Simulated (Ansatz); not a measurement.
# Nudged elastic band run: BH₇N₂S

input.yaml

```yaml
crystal:
  periodic: [false, false, false]
  atoms:
    - { symbol: B, position_ang: [0.155876, -0.4931, 0.039946] }
    - { symbol: "N", position_ang: [0.06367, -0.214744, 1.438445] }
    - { symbol: H, position_ang: [-0.742511, -0.523237, 1.96287] }
    - { symbol: H, position_ang: [0.881091, -0.097365, 2.024463] }
    - { symbol: "N", position_ang: [1.351636, -0.338343, -0.692304] }
    - { symbol: H, position_ang: [2.229525, -0.02621, -0.300372] }
    - { symbol: H, position_ang: [1.387973, -0.483703, -1.689227] }
    - { symbol: H, position_ang: [-0.835078, -0.840148, -0.53741] }
    - { symbol: S, position_ang: [-0.798649, 3.278452, 1.788367] }
    - { symbol: H, position_ang: [-1.280596, 3.443854, 0.538797] }
    - { symbol: H, position_ang: [-0.497736, 1.968744, 1.577225] }
basis:
  gaussian: { orbitals: "6-31G*" }
hamiltonian:
  xc: b3lyp
neb:
  order_check: false
  images: 7
  f_tol: 0.05
  max_iterations: 60
  final_atoms:
    - { symbol: B, position_ang: [-0.00722367, 0.75323869, -0.76992587] }
    - { symbol: "N", position_ang: [-0.04173934, -0.31439274, 2.6495145] }
    - { symbol: H, position_ang: [-0.88331867, -0.33120841, 3.22495605] }
    - { symbol: H, position_ang: [0.7404525, -0.35197913, 3.3026741] }
    - { symbol: "N", position_ang: [1.24613746, 0.23580758, -1.09524592] }
    - { symbol: H, position_ang: [1.35471734, -0.71130553, -1.42849863] }
    - { symbol: H, position_ang: [2.12433875, 0.71362731, -0.94282332] }
    - { symbol: H, position_ang: [-0.99362086, 0.11529832, -0.9658158] }
    - { symbol: S, position_ang: [-0.13484383, 2.44918521, -0.05612526] }
    - { symbol: H, position_ang: [-1.48010402, 2.50212593, 0.00462185] }
    - { symbol: H, position_ang: [-0.00959465, 0.61380276, 2.22746831] }
  initial_path:
    images:
      - { positions_ang: [[0.155876, -0.4931, 0.039946], [0.06367, -0.214744, 1.438445], [-0.742511, -0.523237, 1.96287], [0.881091, -0.097365, 2.024463], [1.351636, -0.338343, -0.692304], [2.229525, -0.02621, -0.300372], [1.387973, -0.483703, -1.689227], [-0.835078, -0.840148, -0.53741], [-0.798649, 3.278452, 1.788367], [-1.280596, 3.443854, 0.538797], [-0.497736, 1.968744, 1.577225]] }
      - { positions_ang: [[0.11371608, -0.37112187, 0.03221001], [0.04055244, -0.15258614, 1.55596687], [-0.78662924, -0.44156516, 2.08112463], [0.87392745, -0.0014927, 2.12857588], [1.34753924, -0.27042208, -0.70761415], [2.11523988, -0.27086831, -0.47088329], [1.49598478, -0.15540615, -1.52845904], [-0.88570991, -0.62572788, -0.55187363], [-0.65450453, 2.97803522, 1.5050697], [-1.33680437, 3.21733743, 0.48864442], [-0.40811082, 1.76801764, 1.61803861]] }
      - { positions_ang: [[0.07155615, -0.24914373, 0.02447401], [0.01743488, -0.09042828, 1.67348874], [-0.83074748, -0.35989331, 2.19937926], [0.86676389, 0.0943796, 2.23268875], [1.34344249, -0.20250117, -0.7229243], [2.00095476, -0.51552663, -0.64139458], [1.60399656, 0.1728907, -1.36769108], [-0.93634182, -0.41130776, -0.56633726], [-0.51036007, 2.67761844, 1.2217724], [-1.39301275, 2.99082086, 0.43849184], [-0.31848563, 1.56729127, 1.65885222]] }
      - { positions_ang: [[0.02939623, -0.1271656, 0.01673802], [-0.00568268, -0.02827042, 1.79101061], [-0.87486572, -0.27822147, 2.31763388], [0.85960034, 0.19025189, 2.33680163], [1.33934573, -0.13458025, -0.73823445], [1.88666964, -0.76018494, -0.81190587], [1.71200835, 0.50118755, -1.20692312], [-0.98697372, -0.19688764, -0.58080089], [-0.3662156, 2.37720166, 0.93847509], [-1.44922112, 2.7643043, 0.38833926], [-0.22886045, 1.36656491, 1.69966583]] }
      - { positions_ang: [[-0.01276369, -0.00518746, 0.00900202], [-0.02880024, 0.03388744, 1.90853249], [-0.91898396, -0.19654962, 2.43588851], [0.85243679, 0.28612419, 2.44091451], [1.33524898, -0.06665933, -0.7535446], [1.77238453, -1.00484326, -0.98241716], [1.82002013, 0.8294844, -1.04615516], [-1.03760563, 0.01753248, -0.59526452], [-0.22207114, 2.07678488, 0.65517779], [-1.50542949, 2.53778773, 0.33818668], [-0.13923527, 1.16583855, 1.74047944]] }
      - { positions_ang: [[-0.01137869, 0.18441907, -0.18572995], [-0.03203501, -0.0531826, 2.09377799], [-0.91006764, -0.23021432, 2.6331554], [0.82444072, 0.12659836, 2.6563544], [1.3129711, 0.00895739, -0.83896993], [1.66796773, -0.93145882, -1.09393753], [1.89609978, 0.80052013, -1.0203222], [-1.02660944, 0.04197394, -0.68790234], [-0.20026431, 2.16988496, 0.47735203], [-1.49909812, 2.52887228, 0.25479547], [-0.10682511, 1.0278296, 1.86222666]] }
      - { positions_ang: [[-0.00999368, 0.37402561, -0.38046192], [-0.03526979, -0.14025265, 2.27902349], [-0.90115132, -0.26387902, 2.83042228], [0.79644464, -0.03292747, 2.8717943], [1.29069322, 0.08457412, -0.92439526], [1.56355093, -0.85807439, -1.2054579], [1.97217944, 0.77155586, -0.99448924], [-1.01561325, 0.0664154, -0.78054016], [-0.17845748, 2.26298505, 0.29952627], [-1.49276676, 2.51995683, 0.17140426], [-0.07441496, 0.88982065, 1.98397388]] }
      - { positions_ang: [[-0.00860868, 0.56363215, -0.5751939], [-0.03850456, -0.22732269, 2.46426899], [-0.89223499, -0.29754371, 3.02768917], [0.76844857, -0.1924533, 3.0872342], [1.26841534, 0.16019085, -1.00982059], [1.45913414, -0.78468996, -1.31697826], [2.04825909, 0.74259158, -0.96865628], [-1.00461705, 0.09085686, -0.87317798], [-0.15665066, 2.35608513, 0.1217005], [-1.48643539, 2.51104138, 0.08801305], [-0.04200481, 0.75181171, 2.10572109]] }
      - { positions_ang: [[-0.00722367, 0.75323869, -0.76992587], [-0.04173934, -0.31439274, 2.6495145], [-0.88331867, -0.33120841, 3.22495605], [0.7404525, -0.35197913, 3.3026741], [1.24613746, 0.23580758, -1.09524592], [1.35471734, -0.71130553, -1.42849863], [2.12433875, 0.71362731, -0.94282332], [-0.99362086, 0.11529832, -0.9658158], [-0.13484383, 2.44918521, -0.05612526], [-1.48010402, 2.50212593, 0.00462185], [-0.00959465, 0.61380276, 2.22746831]] }
```

Run as:

```bash
$ ansatz run input.yaml --threads 1 --pin off --max-ram 2048MiB --backend cpu --events-out ev --progress --plain --runs-dir out
```

Output, in part (warnings, iteration lines, the closing report on the highest movable image, with atoms numbered from 0):

```
NEB end point (image 0): max|allowed force component| = 1.302e-3 eV/Å (the criterion of neb.relax_end_points is 1.000e-2)
NEB end point (image 8): max|allowed force component| = 6.076e-3 eV/Å (the criterion of neb.relax_end_points is 1.000e-2)
NEB iter   1: max|band force component| = 3.553e1 eV/Å  barrier→ = 9.0356 eV  barrier← = 8.7075 eV  Δτ_max = 0.2000 Å  (233 SCF iters)
NEB iter   2: max|band force component| = 4.213e0 eV/Å  barrier→ = 2.5757 eV  barrier← = 2.2475 eV  Δτ_max = 0.2000 Å  (206 SCF iters)
NEB iter   3: max|band force component| = 2.264e0 eV/Å  barrier→ = 1.7375 eV  barrier← = 1.4093 eV  Δτ_max = 0.1991 Å  (193 SCF iters)
NEB iter   4: max|band force component| = 1.242e0 eV/Å  barrier→ = 1.4037 eV  barrier← = 1.0755 eV  Δτ_max = 0.1995 Å  (192 SCF iters)
NEB iter   5: max|band force component| = 1.216e0 eV/Å  barrier→ = 1.1454 eV  barrier← = 0.8172 eV  Δτ_max = 0.1986 Å  (191 SCF iters)
NEB iter   6: max|band force component| = 9.571e-1 eV/Å  barrier→ = 1.0449 eV  barrier← = 0.7167 eV  Δτ_max = 0.1963 Å  (193 SCF iters)
NEB iter   7: max|band force component| = 1.551e0 eV/Å  barrier→ = 1.2131 eV  barrier← = 0.8850 eV  Δτ_max = 0.1014 Å  (192 SCF iters)
NEB iter   8: max|band force component| = 5.136e-1 eV/Å  barrier→ = 1.1198 eV  barrier← = 0.7916 eV  Δτ_max = 0.1244 Å  (184 SCF iters)
NEB iter   9: max|band force component| = 7.231e-1 eV/Å  barrier→ = 0.9778 eV  barrier← = 0.6496 eV  CI = image 3  Δτ_max = 0.1980 Å  (191 SCF iters)
NEB iter  10: max|band force component| = 1.762e0 eV/Å  barrier→ = 1.1417 eV  barrier← = 0.8135 eV  CI = image 3  Δτ_max = 0.0999 Å  (192 SCF iters)
NEB iter  11: max|band force component| = 1.627e0 eV/Å  barrier→ = 1.1176 eV  barrier← = 0.7894 eV  CI = image 3  Δτ_max = 0.1982 Å  (189 SCF iters)
NEB iter  12: max|band force component| = 9.586e-1 eV/Å  barrier→ = 1.2092 eV  barrier← = 0.8810 eV  CI = image 3  Δτ_max = 0.1973 Å  (191 SCF iters)
NEB iter  13: max|band force component| = 9.703e-1 eV/Å  barrier→ = 1.4042 eV  barrier← = 1.0760 eV  CI = image 3  Δτ_max = 0.2000 Å  (191 SCF iters)
NEB iter  14: max|band force component| = 1.008e0 eV/Å  barrier→ = 1.5034 eV  barrier← = 1.1753 eV  CI = image 3  Δτ_max = 0.1006 Å  (193 SCF iters)
NEB iter  15: max|band force component| = 9.032e-1 eV/Å  barrier→ = 1.4250 eV  barrier← = 1.0968 eV  CI = image 3  Δτ_max = 0.0999 Å  (192 SCF iters)
NEB iter  16: max|band force component| = 6.047e-1 eV/Å  barrier→ = 1.3409 eV  barrier← = 1.0127 eV  CI = image 3  Δτ_max = 0.2000 Å  (190 SCF iters)
NEB iter  17: max|band force component| = 5.847e-1 eV/Å  barrier→ = 1.2635 eV  barrier← = 0.9353 eV  CI = image 3  Δτ_max = 0.1990 Å  (190 SCF iters)
NEB iter  18: max|band force component| = 5.487e-1 eV/Å  barrier→ = 1.2124 eV  barrier← = 0.8842 eV  CI = image 3  Δτ_max = 0.1000 Å  (182 SCF iters)
NEB iter  19: max|band force component| = 5.335e-1 eV/Å  barrier→ = 1.1720 eV  barrier← = 0.8439 eV  CI = image 3  Δτ_max = 0.1004 Å  (189 SCF iters)
NEB iter  20: max|band force component| = 4.732e-1 eV/Å  barrier→ = 1.1092 eV  barrier← = 0.7811 eV  CI = image 3  Δτ_max = 0.1987 Å  (193 SCF iters)
NEB iter  21: max|band force component| = 6.112e-1 eV/Å  barrier→ = 1.0099 eV  barrier← = 0.6817 eV  CI = image 3  Δτ_max = 0.1986 Å  (193 SCF iters)
NEB iter  22: max|band force component| = 9.251e-1 eV/Å  barrier→ = 0.8795 eV  barrier← = 0.5513 eV  CI = image 3  Δτ_max = 0.1961 Å  (189 SCF iters)
NEB iter  23: max|band force component| = 1.710e0 eV/Å  barrier→ = 0.6670 eV  barrier← = 0.3389 eV  CI = image 3  Δτ_max = 0.1005 Å  (193 SCF iters)
NEB iter  24: max|band force component| = 1.682e0 eV/Å  barrier→ = 0.6213 eV  barrier← = 0.2931 eV  CI = image 3  Δτ_max = 0.1961 Å  (188 SCF iters)
NEB iter  25: max|band force component| = 1.740e0 eV/Å  barrier→ = 0.8657 eV  barrier← = 0.5375 eV  CI = image 3  Δτ_max = 0.2000 Å  (192 SCF iters)
NEB iter  26: max|band force component| = 4.182e0 eV/Å  barrier→ = 0.7402 eV  barrier← = 0.4120 eV  CI = image 2  Δτ_max = 0.2000 Å  (192 SCF iters)
NEB iter  27: max|band force component| = 3.385e0 eV/Å  barrier→ = 0.7019 eV  barrier← = 0.3737 eV  CI = image 2  Δτ_max = 0.2000 Å  (192 SCF iters)
NEB iter  28: max|band force component| = 3.123e0 eV/Å  barrier→ = 0.6869 eV  barrier← = 0.3588 eV  CI = image 2  Δτ_max = 0.1989 Å  (193 SCF iters)
NEB iter  29: max|band force component| = 1.167e0 eV/Å  barrier→ = 0.7952 eV  barrier← = 0.4671 eV  CI = image 2  Δτ_max = 0.1986 Å  (193 SCF iters)
NEB iter  30: max|band force component| = 1.684e0 eV/Å  barrier→ = 0.9709 eV  barrier← = 0.6427 eV  CI = image 2  Δτ_max = 0.1992 Å  (192 SCF iters)
NEB iter  31: max|band force component| = 1.211e0 eV/Å  barrier→ = 1.1762 eV  barrier← = 0.8481 eV  CI = image 2  Δτ_max = 0.2000 Å  (197 SCF iters)
NEB iter  32: max|band force component| = 1.657e0 eV/Å  barrier→ = 1.1757 eV  barrier← = 0.8475 eV  CI = image 2  Δτ_max = 0.1001 Å  (196 SCF iters)
NEB iter  33: max|band force component| = 4.049e-1 eV/Å  barrier→ = 1.1437 eV  barrier← = 0.8156 eV  CI = image 2  Δτ_max = 0.1967 Å  (186 SCF iters)
NEB iter  34: max|band force component| = 2.689e-1 eV/Å  barrier→ = 1.1281 eV  barrier← = 0.8000 eV  CI = image 2  Δτ_max = 0.1962 Å  (198 SCF iters)
NEB iter  35: max|band force component| = 2.646e-1 eV/Å  barrier→ = 1.1155 eV  barrier← = 0.7873 eV  CI = image 2  Δτ_max = 0.1006 Å  (192 SCF iters)
NEB iter  36: max|band force component| = 2.474e-1 eV/Å  barrier→ = 1.1092 eV  barrier← = 0.7811 eV  CI = image 2  Δτ_max = 0.0993 Å  (192 SCF iters)
NEB iter  37: max|band force component| = 1.836e-1 eV/Å  barrier→ = 1.1082 eV  barrier← = 0.7801 eV  CI = image 2  Δτ_max = 0.0997 Å  (193 SCF iters)
NEB iter  38: max|band force component| = 1.017e0 eV/Å  barrier→ = 1.1077 eV  barrier← = 0.7796 eV  CI = image 2  Δτ_max = 0.0500 Å  (186 SCF iters)
NEB iter  39: max|band force component| = 2.094e-1 eV/Å  barrier→ = 1.1075 eV  barrier← = 0.7793 eV  CI = image 2  Δτ_max = 0.0986 Å  (176 SCF iters)
NEB iter  40: max|band force component| = 1.225e-1 eV/Å  barrier→ = 1.1074 eV  barrier← = 0.7793 eV  CI = image 2  Δτ_max = 0.1970 Å  (183 SCF iters)
NEB iter  41: max|band force component| = 1.387e-1 eV/Å  barrier→ = 1.1075 eV  barrier← = 0.7793 eV  CI = image 2  Δτ_max = 0.0999 Å  (182 SCF iters)
NEB iter  42: max|band force component| = 1.029e-1 eV/Å  barrier→ = 1.1074 eV  barrier← = 0.7792 eV  CI = image 2  Δτ_max = 0.0998 Å  (177 SCF iters)
NEB iter  43: max|band force component| = 1.060e-1 eV/Å  barrier→ = 1.1074 eV  barrier← = 0.7792 eV  CI = image 2  Δτ_max = 0.0502 Å  (178 SCF iters)
NEB iter  44: max|band force component| = 1.061e-1 eV/Å  barrier→ = 1.1074 eV  barrier← = 0.7792 eV  CI = image 2  Δτ_max = 0.0500 Å  (179 SCF iters)
NEB iter  45: max|band force component| = 1.459e-1 eV/Å  barrier→ = 1.1074 eV  barrier← = 0.7792 eV  CI = image 2  Δτ_max = 0.0250 Å  (170 SCF iters)
NEB iter  46: max|band force component| = 9.985e-2 eV/Å  barrier→ = 1.1074 eV  barrier← = 0.7792 eV  CI = image 2  Δτ_max = 0.0501 Å  (173 SCF iters)
NEB iter  47: max|band force component| = 1.045e-1 eV/Å  barrier→ = 1.1074 eV  barrier← = 0.7792 eV  CI = image 2  Δτ_max = 0.0501 Å  (167 SCF iters)
NEB iter  48: max|band force component| = 1.614e-1 eV/Å  barrier→ = 1.1074 eV  barrier← = 0.7792 eV  CI = image 2  Δτ_max = 0.0251 Å  (164 SCF iters)
NEB iter  49: max|band force component| = 1.304e-1 eV/Å  barrier→ = 1.1074 eV  barrier← = 0.7792 eV  CI = image 2  Δτ_max = 0.0251 Å  (166 SCF iters)
NEB iter  50: max|band force component| = 6.854e-2 eV/Å  barrier→ = 1.1074 eV  barrier← = 0.7792 eV  CI = image 2  Δτ_max = 0.0251 Å  (166 SCF iters)
NEB iter  51: max|band force component| = 3.495e-2 eV/Å  barrier→ = 1.1074 eV  barrier← = 0.7792 eV  CI = image 2  Δτ_max = 0.0000 Å  (347 SCF iters)
Total energy: -14606.75932707 eV, -536.7885044527 hartree
Atom 0 at     0.046680     0.066789     0.064879 Å, force     0.000479    -0.000297    -0.000078 eV/Å
Atom 1 at    -0.000863     0.032749     1.620896 Å, force    -0.000003     0.000167    -0.000140 eV/Å
Atom 2 at    -0.796676    -0.479577     2.002893 Å, force     0.000065     0.000017    -0.000019 eV/Å
Atom 3 at     0.854001    -0.279344     2.085201 Å, force     0.000027     0.000003     0.000058 eV/Å
Atom 4 at     1.280648    -0.183207    -0.554186 Å, force    -0.000360     0.000102    -0.000379 eV/Å
Atom 5 at     2.167452     0.030939    -0.115140 Å, force    -0.000224     0.000072     0.000387 eV/Å
Atom 6 at     1.338046    -0.115079    -1.561423 Å, force     0.000011    -0.000103     0.000047 eV/Å
Atom 7 at    -0.989773    -0.071668    -0.496505 Å, force     0.000027     0.000095     0.000064 eV/Å
Atom 8 at    -0.243908     2.752337     0.710402 Å, force     0.000004    -0.000116     0.000101 eV/Å
Atom 9 at    -1.596988     2.763599     0.663627 Å, force    -0.000002     0.000014     0.000034 eV/Å
Atom 10 at    -0.143417     1.156662     1.730157 Å, force    -0.000024     0.000046    -0.000075 eV/Å
Dipole moment:     0.273027    -1.326843     0.338912 e Å
```

The forces met the threshold. The profile has 2 maxima (images 2, 5) with wells between them (image 4): this band takes more than one step, which may be the mechanism or a detour left from its start path. A structure lower than the last end lies on the path between it and the top, so the climb from that side starts below the end, which may itself be a saddle point or a shallow side well. A vibrational analysis at the climbing image gives one clearly imaginary mode, 426i cm⁻¹: a first-order saddle point. The orbitals stay closed-shell, which can raise the energy where a bond breaks towards radicals; this wasn't checked here.

Final band (atoms are numbered from 1 in the order of the input):

```
image  path coordinate (Å)  energy (kcal/mol)  B1–N2 (Å)  S9–H11 (Å)  B1–S9 (Å)
    0                 0.00                0.0       1.43        1.36       4.27
    1                 1.21                0.9       1.43        1.36       3.71
    2                 2.42               25.5       1.56        1.90       2.78
    3                 5.28                7.6       1.69        2.98       1.96
    4                 8.13                7.0       1.71        3.34       1.94
    5                10.98                7.7       1.75        3.76       1.95
    6                13.84                7.5       3.70        4.52       1.84
    7                16.69                7.4       3.91        3.32       1.84
    8                19.54                7.6       3.58        2.93       1.84
```

Time of the run: 20 min on 1 thread of Arm Neoverse V1, with other jobs on the host, peak memory 0.15 GiB.
